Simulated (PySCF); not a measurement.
Vertical excitations of a molecule C4H7NSi from TDA-PBE/def2-SVPD run with PySCF 2.14.0, as energy in eV (oscillator strength): 3.10 (0.000), 4.22 (0.101), 4.97 (0.003), 5.40 (0.029), 5.61 (0.000), 5.70 (0.002), 5.97 (0.000), 6.01 (0.001), 6.05 (0.039), 6.18 (0.010). Lowest triplet (TDA): 2.59 eV. Geometry optimised at B3LYP-D3(BJ)/def2-SVP. One conformer was computed; it need not be the lowest.

Q: Identify the compound among the candidates.
A) CC1=CC=N[SiH2]1
B) CC1=C[SiH2]N=C1
C) CC1=CN=C[SiH2]1
D) C[SiH2]/C=C\C#N

A: C, CC1=CN=C[SiH2]1
